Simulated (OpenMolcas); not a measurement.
**Co3+, Rh3+, Ir3+: d⁶ down the group**

- Program: OpenMolcas
- Method: RASSCF
- Basis: ANO-RCC-VTZP
- Scalar Hamiltonian: DKH2, point nucleus
- Spin-orbit coupling: RASSI with atomic mean-field integrals over the reference wave functions, term energies averaged over their components

Active space for each ion: 6 electrons in 9 orbitals (RAS2 d s; RAS3 p, at most 2 electrons).

Computed levels in cm-1 above ⁵D₄:

```json
{"Level": "⁵D₃", "Co3+": "708", "Rh3+": "1619", "Ir3+": "6135"}
{"Level": "⁵D₂", "Co3+": "1202", "Rh3+": "2573", "Ir3+": "6198"}
{"Level": "⁵D₁", "Co3+": "1520", "Rh3+": "3196", "Ir3+": "9359"}
{"Level": "⁵D₀", "Co3+": "1675", "Rh3+": "3494", "Ir3+": "9738"}
{"Level": "³H₆", "Co3+": "27568", "Rh3+": "20757", "Ir3+": "22270"}
{"Level": "³H₅", "Co3+": "27926", "Rh3+": "21216", "Ir3+": "32697"}
{"Level": "³P₂(1)", "Co3+": "29650", "Rh3+": "21490", "Ir3+": "22017"}
{"Level": "³F₃(1)", "Co3+": "31685", "Rh3+": "23832", "Ir3+": "25113"}
{"Level": "³P₁(1)", "Co3+": "31737", "Rh3+": "26114", "Ir3+": "38958"}
{"Level": "weight of ⁵D in the lowest level (%)", "Co3+": "100", "Rh3+": "99", "Ir3+": "85"}
```

Mixed levels, with the weight of the term that names them: Ir3+ ⁵D₂ (69 %), Ir3+ ³H₅ (50 %), Ir3+ ³P₂(1) (53 %), Ir3+ ³F₃(1) (53 %), Ir3+ ³P₁(1) (72 %).

Measured, with the error of the calculation in %. Measured levels: Co3+ from Sugar and Corliss, J. Phys. Chem. Ref. Data 10, 1097 (1981).

| Level | Co3+ |
| --- | --- |
| ⁵D₃ | 639 (+10.7) |
| ⁵D₂ | 1078 (+11.5) |
| ⁵D₀ | 1494 (+12.2) |
| ³H₆ | 23680 (+16.4) |
| ³H₅ | 24032 (+16.2) |
| ³P₂(1) | 22883 (+29.6) |
| ³F₃(1) | 25736 (+23.1) |
| ³P₁(1) | 24729 (+28.3) |

The fine-structure level ⁵D₀ changes by a factor of 5.81 from Co3+ to Ir3+.

Without spin-orbit coupling ³H lies 27220, 19972, 18830 cm-1 above ⁵D in that order; the difference to the level ³H₆, of either sign, comes from spin-orbit coupling, which also lowers the zero.

Some high roots are left out of the spin-orbit mixing, which shifts the levels that they would mix with. Without dynamic correlation excited terms often stand tens of per cent too high (terms of higher spin than the ground term too low), and those without a measured partner can miss by more than the paired ones. Terms from blocks run as CI alone lack orbitals of their own. Measured partners are found by configuration, term and J. A level has none where our copy of the source lacks it or the pairing is in doubt (some pairs that miss far off the trend of their configuration count as doubtful), and it then counts in no deviation. Only configurations of the active space appear.

A number in round brackets counts repeated terms of one configuration in the order of the reference energies.
